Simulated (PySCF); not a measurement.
B2BiO, SMILES B([B-]#[Bi])=O, charge -1. Heavy atoms are numbered as in [Bi:1]#[B-:2][B:3]=[O:4].

The structure is a stationary point at PBE0-D3(BJ)/def2-SVPD. The def2 effective core potentials stand for the cores of Bi; spin–orbit coupling is left out.

All values below come from B3LYP/def2-TZVPD (PySCF).

Mulliken values depend strongly on the basis, most of all with diffuse functions as here. ESP charges are fitted to the potential on shells at 1.4 to 2.0 van der Waals radii. Atomic charges (e), one atom of each kind:

```csv
atom,Mulliken,ESP fit
Bi1,-0.73,-0.42
B2,-0.26,-0.51
B3,0.58,0.58
O4,-0.59,-0.65
```
